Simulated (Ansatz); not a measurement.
System: dihydroxy(dimethyl)silane, C2H8O2Si, net charge 0, singlet state. SMILES: C[Si](C)(O)O
Structure (B3LYP-D3(BJ)/def2-TZVP (Ansatz, a quantum-chemistry and plane-wave program) minimum search):
```xyz
13

C      1.4833    -1.0775     0.1351
Si    -0.0107     0.0383    -0.0016
C     -1.5197    -0.8994    -0.5443
O     -0.2522     0.8012     1.4518
O      0.2100     1.2233    -1.1264
H      1.3283    -1.8692     0.8731
H      2.3744    -0.5164     0.4270
H      1.6926    -1.5580    -0.8231
H     -1.3840    -1.3129    -1.5459
H     -1.7355    -1.7267     0.1356
H     -2.3903    -0.2416    -0.5653
H      0.0753     0.3754     2.2465
H      0.7448     1.9795    -0.8731
```
Charge 0, spin multiplicity 1.

Wanted: atomisation energy (electronic, to ground-state atoms); the coupled-cluster value holds the core correlation from cc-pwCVTZ, in kcal/mol. Correlated levels leave the core frozen unless marked. UHF or UKS for open shells. Spin-orbit coupling is left out. Non-relativistic. CBS(X,Y): correlation extrapolated as X^-3; Hartree-Fock from the larger set.

Level to compare with: CCSD(T)/CBS(cc-pV(T+d)Z,cc-pV(Q+d)Z) plus the core term (Ansatz), 1224.9 kcal/mol. It is a level with limits of its own, and the differences hold the functionals' basis error too.

### Question
Rank these functionals by how close they come to CCSD(T)/CBS(cc-pV(T+d)Z,cc-pV(Q+d)Z), closest first: BLYP/def2-TZVPD (Ansatz); wB97X-V/def2-TZVPD (Ansatz); HSE06/def2-TZVPD (Ansatz); B3LYP/def2-TZVPD (Ansatz).

### Answer
wB97X-V/def2-TZVPD (range-separated hybrid with VV10, 1216.7 kcal/mol, difference -8.2), HSE06/def2-TZVPD (screened hybrid, 1205.9 kcal/mol, difference -19.0), B3LYP/def2-TZVPD (global hybrid, 1202.7 kcal/mol, difference -22.2), BLYP/def2-TZVPD (GGA, 1194.9 kcal/mol, difference -30.0)
